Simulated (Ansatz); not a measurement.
Reaction (cleavage of the Si–Si bond): `F[Si]([SiH3])(Cl)Cl` + `[OH][Al]([Cl])[Br]` → `[SiH3][O][Al]([Cl])[Br]` + `F[SiH](Cl)Cl`

Computed with Ansatz on PBE0-D4/def2-TZVP structures; ΔE is electronic, products minus reactants. CBS: MP2 limit from def2 TZ/QZ plus the TZ coupled-cluster correction, frozen cores. Functionals use def2-TZVPP. For Br outer-core shells are correlated without core-valence functions, which leaves a few kJ/mol of doubt a bond. Scalar relativity is left out up to krypton. Each species was taken in one conformer, which may not be the lowest.

CCSD(T)/CBS gives -109.2 kJ/mol.

(1) Another level gave -101.2 kJ/mol. Which?
A. LC-ωPBE/def2-TZVPP
B. BHLYP-D4/def2-TZVPP
C. PBE0-D4/def2-TZVPP
D. ωB97M-V/def2-TZVPP

Largest T1 diagnostic among the species: 0.011.

Answers

(1) A. LC-ωPBE -101.2, ωB97M-V -109.1, BHLYP-D4 -119.1, PBE0-D4 -89.7 kJ/mol.

Leaving LDA and LC-ωPBE aside and taking each functional with its dispersion term where it has one, the values, not all of them listed here, spread over 42.4 kJ/mol, from BHLYP-D4 to revPBE-D4. In def2-TZVPP, CCSD(T) changes the Hartree–Fock value by +30.8 kJ/mol (the triples alone add +4.8 kJ/mol) and MP2 by +24.8 kJ/mol. The D4 term adds +4.6 kJ/mol with B3LYP and +2.4 kJ/mol with PBE0; it sums over pairs of atoms, weighted by their polarisabilities, and B3LYP, whose exchange is more repulsive, gets the larger term.

B3LYP here is the variant with VWN-RPA as its local correlation; programs differ in this.
